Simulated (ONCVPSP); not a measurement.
**O (Z = 8), ONCV: configuration errors across variants**

```
Element                 : oxygen (O)
Generator               : ONCVPSP 4.0.1
Type                    : optimised norm-conserving Vanderbilt (ONCV)
Functional              : BLYP
Relativity              : scalar-relativistic
Frozen core             : [He]
Valence charge          : 6
Reference configuration : 2s2 2p4
Partial waves           : 2s: rc 0.90 bohr, ncon 3, nbas 8, qcut 8.3 1/bohr, 3 projectors, debl 3.9 Ha; 2p: rc 1.30 bohr, ncon 3, nbas 7, qcut 10.2 1/bohr, 1 projector; d scattering state at 0.03 Ha: rc 1.00 bohr, ncon 4, nbas 9, qcut 9.6 1/bohr, 3 projectors, debl 1.1 Ha
Local potential         : polynomial inside 0.75 bohr (lpopt 4, dvloc0 6 Ha)
Core correction         : Teter function, parameters optimised by the program
```

All-electron excitation energies from the reference (eV): (1) 2s2 2p3 16.428; (2) 2s2 2p2 50.036; (3) 2s2 2p1 103.973; (4) 2s0 2p6 29.712.

1 further variants failed, have other tests or too few solved ones, and are left out.

A true bound ghost makes a file unfit for plane-wave use even where its test errors are small: the radial tests pick states by their node count and pass the ghost by.

Errors AE − PS in meV (a dash: test not solved or not reliable):

```csv
change,(1),(2),(3),(4),bound ghosts,GHOST(+) flags above zero
base,+8.0,+98,+457,+61,none,d
"local potential polynomial inside 0.75 bohr (lpopt 4, dvloc0 0.5 Ha)",+8.4,+99,+460,+61,d,d
p: rc 1.42,+12,+129,+585,+60,none,d
"all radii but the core radius scaled by about 1.27 (s 1.14, p 1.66, d 1.28 bohr); local potential polynomial inside 0.96 bohr (lpopt 4, dvloc0 6 Ha)",-42,+22,+599,+67,none,d
s: debl 1.7,+8.1,+98,+457,+61,none,"s, d"
d: nproj 1,+8.0,+98,+457,+61,none,none
p: qcut 8.3,+13,+156,–,+61,none,d
```

Give the same row for: s: rc 0.86.

+7.7, +95, +446, +60; bound ghosts: none; GHOST(+) flags above zero: d.
